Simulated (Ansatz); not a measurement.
Program: Ansatz. Geometries: PBE0-D4/def2-TZVP. ΔE: electronic, gas phase. CCSD(T)/CBS is the MP2 limit (def2-TZVPP, def2-QZVPP) plus CCSD(T) − MP2 in def2-TZVPP, frozen cores. Functionals use def2-TZVPP. Each species was taken in one conformer, which may not be the lowest.

`C[SiH2][SiH](O)Cl` → `O[SiH2][SiH2]CCl`  (isomerisation)

`C[SiH2][SiH](O)Cl`:

Z-matrix (Å, degrees):
```
C
Si 1 1.873
H 1 1.092 2 110.4
H 1 1.092 2 110.8 3 120.2
H 1 1.092 2 110.4 3 -119.6
Si 2 2.336 1 109.8 3 61.1
H 2 1.490 1 111.3 3 -59.7
H 2 1.490 1 111.3 3 179.8
Cl 6 2.074 2 108.2 1 58.4
O 6 1.642 2 107.3 1 -60.1
H 6 1.487 2 116.2 1 175.3
H 10 0.959 6 118.2 2 179.0
```

`O[SiH2][SiH2]CCl`:

Z-matrix (Å, degrees):
```
Si
Si 1 2.353
O 1 1.655 2 111.9
H 1 1.485 2 109.1 3 116.4
H 1 1.489 2 110.0 3 -123.9
C 2 1.891 1 109.5 3 -161.6
H 2 1.492 1 111.0 3 -42.4
H 2 1.489 1 111.7 3 78.2
H 3 0.958 1 117.6 2 -69.7
Cl 6 1.789 2 109.0 1 -53.2
H 6 1.090 2 112.7 1 -172.4
H 6 1.090 2 111.7 1 65.1
```

CCSD(T)/CBS gives +1.99 eV.

Another level gave +1.92 eV. Which?
A. RPA@PBE/def2-TZVPP
B. r2SCAN0/def2-TZVPP
C. B2PLYP/def2-TZVPP
D. revPBE-D4/def2-TZVPP

D. revPBE-D4 1.92, B2PLYP 1.99, r2SCAN0 2.05, RPA@PBE/def2-TZVPP 1.85 eV.

Largest T1 diagnostic among the species: 0.011.

From BLYP to BHLYP (50 % exact exchange), in def2-TZVPP and without D4, ΔE moves by +0.10 eV. Leaving LDA and LC-ωPBE aside and taking each functional with its dispersion term where it has one, the values, not all of them listed here, spread over 0.15 eV, from revPBE-D4 to B97M-V. At CCSD(T), def2-SVP lies −0.06 eV from the extrapolated value and def2-TZVPP −0.02 eV.
